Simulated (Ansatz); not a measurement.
Reaction (redistribution): `[SiH3][O][GaH][SH]` + `[CH3][Sc]([F])[F]` → `[CH3][GaH][SH]` + `[F][Sc]([F])[O][SiH3]`

Calculated with Ansatz (gas phase, PBE0-D4/def2-TZVP geometries, no zero-point term in ΔE). CCSD(T)/CBS is the MP2 limit (def2-TZVPP, def2-QZVPP) plus CCSD(T) − MP2 in def2-TZVPP, frozen cores. DFT in def2-TZVPP. B3LYP here is the variant with VWN-RPA as its local correlation; programs differ in this. For Ga, Sc outer-core shells are correlated without core-valence functions, which leaves a few kJ/mol of doubt a bond. Scalar relativity is left out up to krypton. One conformer a species, not always the lowest.

```tsv
level	ΔE (kJ/mol)	difference from CCSD(T)/CBS
CAM-B3LYP-D4	-132.4	1.7
revPBE	-134.8	-0.7
r2SCAN	-132.2	1.9
B3LYP	-135.1	-1.0
CAM-B3LYP	-134.8	-0.7
HF/def2-TZVPP	-130.5	3.6
CCSD(T)/def2-TZVPP	-132.1	2.0
HF/def2-QZVPP	-129.9	4.2
MP2/CBS(def2)	-137.4	-3.3
CCSD/CBS(def2)	-134.0	0.1
CCSD(T)/CBS	-134.1	0
```

Largest T1 diagnostic among the species: 0.016.

At CCSD(T), def2-SVP lies −11.7 kJ/mol from the extrapolated value and def2-TZVPP +2.0 kJ/mol. The D4 term adds +3.8 kJ/mol with B3LYP and +2.1 kJ/mol with PBE0; it sums over pairs of atoms, weighted by their polarisabilities, and B3LYP, whose exchange is more repulsive, gets the larger term.
